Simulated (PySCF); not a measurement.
Static response to an electric field

Species: C3H6N2Si.
Geometry (GFN2-xTB, Å), atoms numbered from 1 in this order:
```xyz
12
C3H6N2Si angstrom
N     -3.259   -1.430    0.376
C     -2.539   -0.546    0.302
C     -1.616    0.555    0.199
C     -0.320    0.086   -0.415
N      0.761    0.236    0.183
Si     2.406   -0.148   -0.157
H     -2.064    1.322   -0.441
H     -1.426    0.969    1.191
H     -0.428   -0.384   -1.402
H      3.050    1.162   -0.107
H      2.667   -0.802   -1.444
H      2.768   -1.020    0.954
```

Level: CAM-B3LYP/def2-SVPD (PySCF), static field, nuclei fixed, core orbitals frozen in the response. The polarisability tensor in these axes (au):

```
x   97.64  6.44  0.24
y    6.44 64.62  1.11
z    0.24  1.11 60.54
```

Task: Diagonalise the tensor; give its mean and Δα, where Δα² is half the sum of the squared differences of the eigenvalues.

Result: Principal values 60.19, 63.76 and 98.86 au; mean 74.27 au = 11.01 Å³ = 12.25 × 10⁻⁴⁰ C²·m²/J; Δα = 37.02 au (50 % of the mean).

Task: What is the dipole moment, and where does it point?

Result: (2.02, 2.49, -1.37) D, 3.49 D in size, pointing from the negative to the positive side. Measured along this direction, the outermost atoms are N1 at the negative end and H10 at the positive end.

Task: Find the Langevin capture rate constant for H3+ (3.023 u) meeting this molecule (98.030 u), k = 2.342 × 10⁻⁹ cm³/s × √(α in Å³ / reduced mass in u).

Result: The reduced mass is 2.93 u, so k = 4.54 × 10⁻⁹ cm³/s. The formula leaves out the permanent dipole, which adds to the capture rate.

Task: Molar refractivity from α?

Result: Lorentz–Lorenz: R = (4π/3)N_A α = 2.5225 cm³/(mol·Å³) × 11.01 Å³ = 27.8 cm³/mol, in the limit of long wavelengths.

Task: Directions of the eigenvectors, and the extent of the frame along each?

Result: Largest value along (0.98, 0.19, 0.01), where the nuclei span 6.67 Å; middle along (-0.18, 0.93, 0.31), 3.21 Å; least along (0.05, -0.31, 0.95), 2.58 Å. The response follows the extents in order.

Task: Give the eigenvalues of the traceless quadrupole moment Θ = ½Σq(3rr − r²1), origin at the centre of nuclear charge.

Result: -18.90, 6.70, 12.21 D·Å. The values depend on the origin, since the dipole doesn't vanish. The electronic extent ⟨r²⟩ about the same centre is 1098 bohr², a root-mean-square distance of 2.43 Å for the 52 electrons.

Task: What depolarisation ratio follows for Rayleigh scattering of linearly polarised light, taking the static tensor?

Result: ρ = 3Δα²/(45ᾱ² + 4Δα²) = 4110.5/(248214 + 5480.7) = 0.0162.

Geometry: GFN2-xTB, one conformer, isolated molecule.

The run behind these numbers computed excited states as well. The run took 39 s (grids of density and orbitals included) on one thread of an Intel Xeon at 2.70 GHz, no GPU, shared host, and the process peaked at 0.74 GiB of memory.
